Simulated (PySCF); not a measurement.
## Ionisation energy of Nb+ by level of theory

Nb+ [Kr] 4d4 (5D) → Nb(2+) [Kr] 4d3 (4F), as a difference of total energies. Computed with PySCF 2.14 in aug-cc-pVTZ-PP with ECP28MDF (6s6p5d3f2g, 88 functions), with a scalar-relativistic core potential. Correlated levels: valence: 4s2 4p6 frozen. The calculations carry no spin-orbit coupling.

| method | ionisation energy (eV) |
| --- | --- |
| UHF | 13.053 |
| MP2 (valence) | 13.598 |
| SCS-MP2 (valence) | 13.235 |
| CCSD (valence) | 13.674 |
| CCSD(T) (valence) | 13.689 |

Question: How much does correlation contribute at CCSD(T) (valence)?

Answer: 13.689 − (13.053) = 0.636 eV, measured against UHF.

The reference lies between the lowest fine-structure levels, while these numbers refer to the centres of the terms.

Errors of the correlated levels include the incompleteness of this basis and the frozen core.

For comparison: 14.32 eV (semi-empirical (NIST evaluation); NIST Atomic Spectra Database, ionization energies).
